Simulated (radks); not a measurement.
Results of a calculation; reference values are marked as such.
Question: Valence configurations of Cd II (all share [Kr]). Code: a radial shooting solver on a logarithmic mesh with Libxc functionals. Model: Dirac Kohn-Sham, PBEsol, spin-unpolarised, spherical densities, point nucleus; open shells fill j = l - 1/2 first. Order these by energy: 4d10 5s0.5 5p0.5; 4d8 5s2 5p1; 4d10 5p1; 4d9 5p2; 4d9 5s2; 4d9.5 5s1 5p0.5; 4d9.5 5s1.5; 4d9 5s1 5p1; 4d10 5s1.

Answer: From the lowest, in eV above it: 4d10 5s1 0.000; 4d10 5s0.5 5p0.5 2.782; 4d9.5 5s1.5 3.877; 4d10 5p1 5.597; 4d9.5 5s1 5p0.5 6.783; 4d9 5s2 8.365; 4d9 5s1 5p1 14.457; 4d9 5p2 20.674; 4d8 5s2 5p1 25.867. NIST lists [Kr] 4d10 5s1 as the ground configuration; this level of theory agrees among the configurations tried. The energies are those of spherical spin-averaged densities, not of single terms.
